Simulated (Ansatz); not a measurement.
`[NH]=[Ta]([NH2])([OH])[OH]`, charge 0, multiplicity 1.

(1) Give a relaxed structure at PBE0-D4/def2-TZVP (the Gaussian-basis code of Ansatz). (Best estimate.)

Results:

(1) Ansatz gave: 
Cartesian coordinates in Å:
```
N -1.522 -0.789 0.084
Ta 0.079 -0.105 -0.234
N 0.434 1.077 1.321
O 0.115 0.908 -1.863
O 1.428 -1.463 -0.362
H -2.424 -1.217 0.197
H 1.279 1.618 1.437
H -0.187 1.225 2.100
H -0.586 1.152 -2.466
H 1.384 -2.406 -0.214
```
Point group Cs.
This is one stationary point; other conformers may exist.
